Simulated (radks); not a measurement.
Question: The mean radii <r> (bohr) of the occupied orbitals of an atom or ion are listed with their occupations. Calculated with a radial shooting solver on a logarithmic mesh with Libxc functionals: Dirac Kohn-Sham, PBE, spin-unpolarised, spherical densities, point nucleus.

| orbital | occ. | <r> |
|---|---|---|
| 1s1/2 | 2 | 0.05213 |
| 2s1/2 | 2 | 0.2350 |
| 2p1/2 | 2 | 0.2041 |
| 2p3/2 | 4 | 0.2075 |
| 3s1/2 | 2 | 0.7099 |
| 3p1/2 | 2 | 0.7380 |
| 3p3/2 | 4 | 0.7484 |
| 3d3/2 | 4 | 0.9188 |
| 3d5/2 | 5 | 0.9250 |

Name the element and its charge. Open shells, if any, fill j = l - 1/2 first.

Answer: Z = 29, copper, charge +2: Cu2+ in [Ar] 3d9. The 1s radius gives Z: for a bare nucleus <r> = (2 gamma + 1)/(2Z) with gamma = sqrt(1 - (Z/c)^2), 0.05094 bohr for Z = 29, and screening makes it slightly larger (0.05213 here). The occupations add up to 27, and the charge is Z minus that.
